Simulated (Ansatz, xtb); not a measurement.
# Two isomers of C4H6BBrO

Structure X: `BrB1CC=CCO1`, a singlet. Structure Y: `BrB1C=CCCO1`, a singlet. Both are isolated molecules in the gas phase, relaxed with B3LYP-D3(BJ)/def2-SVP; the shapes shown needn't be the lowest conformers.

X (Å):

```yaml
atoms:
  - { symbol: C, position_ang: [0.1763, 0.8829, -1.4037] }
  - { symbol: C, position_ang: [0.7285, -0.1533, -2.3452] }
  - { symbol: C, position_ang: [1.0365, -1.3934, -1.9512] }
  - { symbol: C, position_ang: [0.8734, -1.8981, -0.5485] }
  - { symbol: B, position_ang: [0.0213, 0.3063, 0.0505] }
  - { symbol: Br, position_ang: [-0.6749, 1.4199, 1.4857] }
  - { symbol: O, position_ang: [0.3498, -0.9494, 0.3782] }
  - { symbol: H, position_ang: [0.8190, 1.7833, -1.3796] }
  - { symbol: H, position_ang: [-0.7999, 1.2647, -1.7581] }
  - { symbol: H, position_ang: [0.8822, 0.1252, -3.3935] }
  - { symbol: H, position_ang: [1.4368, -2.1221, -2.6638] }
  - { symbol: H, position_ang: [1.8436, -2.2440, -0.1483] }
  - { symbol: H, position_ang: [0.2026, -2.7761, -0.5305] }
```

Y (Å):

```xyz
13

C     0.8473    1.0219   -0.9868
C     1.1184    0.2372   -2.0482
C     0.6410   -1.1920   -2.1038
C     0.4573   -1.7773   -0.7080
B    -0.0539    0.4097    0.1157
Br   -0.9548    1.5156    1.4302
O    -0.2874   -0.9169    0.1599
H     1.1757    2.0643   -0.9780
H     1.6562    0.6226   -2.9233
H     1.3520   -1.8227   -2.6626
H    -0.3097   -1.2346   -2.6702
H     1.4448   -1.9558   -0.2461
H    -0.0771   -2.7372   -0.7460
```

**Question.** Which of the two would you expect CCSD(T)/def2-SVP + ΔMP2/def2-TZVPP electronic energies to favour?

**Answer.** Too close to call at this level: CCSD(T)/def2-SVP + ΔMP2/def2-TZVPP gives E(Y) − E(X) = −1.58 kcal/mol.

Level by level:

```
                             level               geometry  E(Y) − E(X) (kcal/mol)  departure from the last row (kcal/mol)  job, with rough time for the two
                          GFN2-xTB               GFN2-xTB                     +1.15                                   +2.73              optimisation, 0.31 s
                         HF/STO-3G               GFN2-xTB                     −1.98                                   −0.40               single point, 1.9 s
                r2SCAN-D4/def2-SVP               GFN2-xTB                     −1.20                                   +0.37               single point, 6.3 s
             B3LYP-D3(BJ)/def2-SVP  B3LYP-D3(BJ)/def2-SVP                     −1.23                                   +0.34                optimisation, 89 s
                       HF/def2-SVP  B3LYP-D3(BJ)/def2-SVP                     −1.12                                   +0.46           part of the CCSD(T) run
                      MP2/def2-SVP  B3LYP-D3(BJ)/def2-SVP                     −2.50                                   −0.92           part of the CCSD(T) run
                  CCSD(T)/def2-SVP  B3LYP-D3(BJ)/def2-SVP                     −2.25                                   −0.67                      single point
CCSD(T)/def2-SVP + ΔMP2/def2-TZVPP  B3LYP-D3(BJ)/def2-SVP                     −1.58                                                     single point, 2.7 min
```

As drawn, both hold the same kinds of bond in the same numbers.

GFN2-xTB puts the two in the other order. The largest departure from CCSD(T)/def2-SVP + ΔMP2/def2-TZVPP is that of GFN2-xTB, 2.73 kcal/mol. The last row adds to CCSD(T) the change of the MP2 difference between the two basis sets, here +0.67 kcal/mol.

With thermal terms from frequencies at re-optimised GFN2-xTB minima (ideal gas, soft modes damped towards free rotors, one conformer each, 298.15 K, 1 atm): the zero-point term adds +0.60 kcal/mol; ΔH is −1.10 and ΔG −0.78 kcal/mol.

The correlated steps freeze 15 core orbitals; the filled d shell of Br is correlated, in a basis made for valence electrons. Run with Ansatz 0.2.0, xtb 6.7.1; the last row on 2 threads of Intel(R) Xeon(R) Processor @ 2.70GHz on a shared host.
